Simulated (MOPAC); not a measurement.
Input file for MOPAC: PM3 on CH6SSi (SMILES C[SiH2]S), a point of a torsion scan.

```
PM3 1SCF PRECISE CHARGE=0 THREADS=1
CH6SSi

C     -1.03917229 1     0.53118538 1     0.11347704 1
Si     0.24033181 1    -0.84240490 1    -0.08548523 1
S      2.10130023 1    -0.02350625 1     0.63683011 1
H     -2.01543739 1     0.20266212 1    -0.22916929 1
H     -0.76167830 1     1.41211127 1    -0.45931839 1
H     -1.13275932 1     0.83276290 1     1.15337809 1
H     -0.05962951 1    -2.01438168 1     0.73309870 1
H      0.44996036 1    -1.21914277 1    -1.48111849 1
H      2.83299406 1    -1.10383305 1     0.41715099 1
```

It printed:

```
*******************************************************************************
 **                                                                           **
 **                              MOPAC v23.2.5                                **
 **                                                                           **
 *******************************************************************************
 ** MOPAC's Digital Object Identifier: https://doi.org/10.5281/zenodo.6511958 **
 **                                                                           **
 ** Please cite the open-source release paper for use of this MOPAC version:  **
 ** J. E. Moussa and J. J. P. Stewart (2026)                                  **
 ** MOPAC: An open-source semiempirical molecular orbital program             **
 ** J. Open Source Softw., 11(119), 8025, https://doi.org/10.21105/joss.08025 **
 *******************************************************************************

                              PM3 CALCULATION RESULTS

 *******************************************************************************
 *  PM3        - The PM3 Hamiltonian to be used
 *
 *
 *
 *                 CHARGE ON SYSTEM = 0
 *
 *
 *
 *  PRECISE    - TIGHTER CRITERIA TO BE USED
 *  1SCF       - DO 1 SCF AND THEN STOP
 *  THREADS=1  - MULTI-THREADING NOT USED
 *  T=         - A TIME OF 172800.0 SECONDS REQUESTED
 *  DUMP=N     - RESTART FILE WRITTEN EVERY 7200.0 SECONDS REQUESTED
 *******************************************************************************
PM3 1SCF PRECISE CHARGE=0 THREADS=1
 CH6SSi

   ATOM   CHEMICAL          X               Y               Z
  NUMBER   SYMBOL      (ANGSTROMS)     (ANGSTROMS)     (ANGSTROMS)

     1       C         -1.03917229  *   0.53118538  *   0.11347704  *
     2      Si          0.24033181  *  -0.84240490  *  -0.08548523  *
     3       S          2.10130023  *  -0.02350625  *   0.63683011  *
     4       H         -2.01543739  *   0.20266212  *  -0.22916929  *
     5       H         -0.76167830  *   1.41211127  *  -0.45931839  *
     6       H         -1.13275932  *   0.83276290  *   1.15337809  *
     7       H         -0.05962951  *  -2.01438168  *   0.73309870  *
     8       H          0.44996036  *  -1.21914277  *  -1.48111849  *
     9       H          2.83299406  *  -1.10383305  *   0.41715099  *



          CARTESIAN COORDINATES

    NO.       ATOM           X           Y           Z

     1         C         -1.0392      0.5312      0.1135
     2        Si          0.2403     -0.8424     -0.0855
     3         S          2.1013     -0.0235      0.6368
     4         H         -2.0154      0.2027     -0.2292
     5         H         -0.7617      1.4121     -0.4593
     6         H         -1.1328      0.8328      1.1534
     7         H         -0.0596     -2.0144      0.7331
     8         H          0.4500     -1.2191     -1.4811
     9         H          2.8330     -1.1038      0.4172

  H: (PM3): J. J. P. STEWART, J. COMP. CHEM. 10, 209 (1989).
  C: (PM3): J. J. P. STEWART, J. COMP. CHEM. 10, 209 (1989).
 Si: (PM3): J. J. P. STEWART, J. COMP. CHEM. 10, 209 (1989).
  S: (PM3): J. J. P. STEWART, J. COMP. CHEM. 10, 209 (1989).

           Empirical Formula: C H6 Si S  =     9 atoms



      MOLECULAR POINT GROUP   :   Cs


      RHF CALCULATION, NO. OF DOUBLY OCCUPIED LEVELS = 10


 -------------------------------------------------------------------------------
 PM3 1SCF PRECISE CHARGE=0 THREADS=1
 CH6SSi



     1SCF WAS SPECIFIED, SO BFGS WAS NOT USED
     SCF FIELD WAS ACHIEVED


                              PM3 CALCULATION
                                                       MOPAC v23.2.5 Linux




          FINAL HEAT OF FORMATION =        -11.87824 KCAL/MOL =     -49.69855 KJ/MOL


          COSMO AREA              =        118.39 SQUARE ANGSTROMS
          COSMO VOLUME            =        108.94 CUBIC ANGSTROMS

          IONIZATION POTENTIAL    =          9.061656 EV
          HOMO LUMO ENERGIES (EV) =         -9.062 -1.339
          NO. OF FILLED LEVELS    =         10
          MOLECULAR WEIGHT        =         78.2039         POINT GROUP:  Cs

          MOLECULAR DIMENSIONS (Angstroms)

            Atom       Atom       Distance
            H     9    H     4     5.06280
            H     5    H     7     3.27653
            H     8    H     6     3.21441


          SCF CALCULATIONS        =          1





   ATOM   CHEMICAL          X               Y               Z
  NUMBER   SYMBOL      (ANGSTROMS)     (ANGSTROMS)     (ANGSTROMS)

     1       C         -1.03917229  *   0.53118538  *   0.11347704  *
     2      Si          0.24033181  *  -0.84240490  *  -0.08548523  *
     3       S          2.10130023  *  -0.02350625  *   0.63683011  *
     4       H         -2.01543739  *   0.20266212  *  -0.22916929  *
     5       H         -0.76167830  *   1.41211127  *  -0.45931839  *
     6       H         -1.13275932  *   0.83276290  *   1.15337809  *
     7       H         -0.05962951  *  -2.01438168  *   0.73309870  *
     8       H          0.44996036  *  -1.21914277  *  -1.48111849  *
     9       H          2.83299406  *  -1.10383305  *   0.41715099  *

                             CARTESIAN COORDINATES

   1    C       -1.039172290     0.531185380     0.113477040
   2   Si        0.240331810    -0.842404900    -0.085485230
   3    S        2.101300230    -0.023506250     0.636830110
   4    H       -2.015437390     0.202662120    -0.229169290
   5    H       -0.761678300     1.412111270    -0.459318390
   6    H       -1.132759320     0.832762900     1.153378090
   7    H       -0.059629510    -2.014381680     0.733098700
   8    H        0.449960360    -1.219142770    -1.481118490
   9    H        2.832994060    -1.103833050     0.417150990


           Empirical Formula: C H6 Si S  =     9 atoms



      MOLECULAR POINT GROUP   :   Cs


                  EIGENVALUES
 -29.31619 -26.41553 -15.73254 -14.94917 -14.54592 -13.42175 -12.01656 -11.50993
 -10.70607  -9.06166  -1.33933   0.49952   0.88751   1.74472   1.87778   4.36133
   4.45011   4.46562


              NET ATOMIC CHARGES AND DIPOLE CONTRIBUTIONS

  ATOM NO.   TYPE          CHARGE      No. of ELECS.   s-Pop       p-Pop
    1          C          -0.271092        4.2711     1.15108     3.12001
    2         Si           0.511033        3.4890     0.96358     2.52538
    3          S          -0.191166        6.1912     1.90407     4.28710
    4          H           0.060204        0.9398     0.93980
    5          H           0.065689        0.9343     0.93431
    6          H           0.065687        0.9343     0.93431
    7          H          -0.128503        1.1285     1.12850
    8          H          -0.128495        1.1285     1.12849
    9          H           0.016641        0.9834     0.98336
 DIPOLE           X         Y         Z       TOTAL
 POINT-CHG.    -1.181    -0.063    -0.295     1.219
 HYBRID        -0.044    -1.278    -0.469     1.362
 SUM           -1.225    -1.342    -0.764     1.971


          ATOMIC ORBITAL ELECTRON POPULATIONS

     Atom    s        px        py        pz
    1  C   1.15108   1.03700   1.03949   1.04353
    2 Si   0.96358   0.81186   0.84952   0.86400
    3  S   1.90407   1.20330   1.22317   1.86063
    4  H   0.93980
    5  H   0.93431
    6  H   0.93431
    7  H   1.12850
    8  H   1.12849
    9  H   0.98336

 **********************
 *                    *
 * JOB ENDED NORMALLY *
 *                    *
 **********************




 == MOPAC DONE ==
```

The run finished.

Cost: very roughly 0.020 core-seconds.
